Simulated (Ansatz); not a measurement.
```yaml
crystal:
  periodic: [false, false, false]
  atoms:
    - {symbol: C, position_ang: [-1.292675, -0.698886, -0.576595]}
    - {symbol: Ti, position_ang: [0.442254, 0.670974, -0.060146]}
    - {symbol: O, position_ang: [0.525355, 0.182913, 1.908023]}
    - {symbol: O, position_ang: [1.452543, -0.073552, -0.953835]}
    - {symbol: Cl, position_ang: [-0.852875, 2.541355, -0.411845]}
    - {symbol: H, position_ang: [-1.656296, -0.826452, -0.168348]}
    - {symbol: H, position_ang: [-1.407914, -0.770173, -1.204067]}
    - {symbol: H, position_ang: [-0.656592, -1.764122, -0.508636]}
    - {symbol: H, position_ang: [0.512304, 0.549784, 2.719494]}
    - {symbol: H, position_ang: [2.478996, -0.261997, -0.800396]}
basis:
  gaussian: {orbitals: "6-31G*", fitting: {mean_field: cc-pVTZ-jkfit}, final_grid: {core_spheres: 20, valence_spheres: 16, degree: 47}}
magnetization: {spin_polarized: true, initial_magnetization: 8}
hamiltonian: {xc: {name: B2GP-PLYP}}
output: {forces: true}
```

```sh
$ ansatz run in.yaml --threads 4 --pin off --events-out ev --progress --plain --max-ram 10444MiB
```

Task: How does Ansatz answer? (Best estimate.)

Result: The calculation gave: The program refused the input.
```
Functional definition: B2GP-PLYP
Error: <dir> the basis set cc-pVTZ-JKFIT has no functions for Ti
```
